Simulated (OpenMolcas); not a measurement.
Ni²⁺: Racah parameters, worked from levels

```json
{
 "Program": "OpenMolcas",
 "Basis": "ANO-RCC-VTZP [6s5p3d2f1g]",
 "Scalar Hamiltonian": "DKH2, point nucleus",
 "Active space": "8 electrons in 6 orbitals (3d 4s)",
 "State averaging": "2S+1 = 3 even, 55 roots; 2S+1 = 5 even, 10 roots kept (CI in the orbitals of an earlier block); 2S+1 = 1 even, 50 roots kept (CI in the orbitals of an earlier block)",
 "Spin-orbit coupling": "RASSI with atomic mean-field integrals over the reference wave functions, term energies averaged over their components"
}
```

Methods: CASSCF; MS-CASPT2, IPEA 0.25 Eh, imaginary shift 0.1 Eh (closed shells correlated: 3s 3p). Measured levels: Corliss and Sugar, J. Phys. Chem. Ref. Data 10, 197 (1981).

**Racah parameters.** Above 3F, d8 has 3P at 15B, 1G at 12B + 2C and 1D at 5B + 2C. The first two fix B and C, and the third tests them; where it misses by thousands of cm-1, two parameters do not describe the configuration (Trees and configuration-interaction terms are left out) and B and C hang on the terms chosen. Term energies are centres of gravity, weighted by 2J + 1.

```tsv
Source	3P	1G	B	C	C/B	1D from B, C	1D found
CASSCF	21104	27142	1407	5129	3.65	17293	17138
MS-CASPT2	15886	21921	1059	4606	4.35	14507	12215
measured	15836	22115	1056	4723	4.47	14726	13038
```

Energies in cm-1. From CASSCF to MS-CASPT2, B changes by -24.7 % and C by -10.2 %. Against the measured terms, MS-CASPT2 has B off by +0.3 % and C by -2.5 %.

CASPT2 does not keep the components of a term degenerate, so their means are used; among the terms shown or strongly mixed into the levels shown the widest spread is 2100 cm-1 (3d8 1G, MS-CASPT2). Some levels mix across a computed gap that differs much from the measured one, so their mixing is not that of the real levels. Terms from blocks run as CI alone lack orbitals of their own. Without dynamic correlation excited terms often stand tens of per cent too high (terms of higher spin than the ground term too low), and those without a measured partner can miss by more than the paired ones (holds for CASSCF). Measured partners are found by configuration, term and J. A level has none where our copy of the source lacks it or the pairing is in doubt (some pairs that miss far off the trend of their configuration count as doubtful), and it then counts in no deviation. Only configurations of the active space appear.
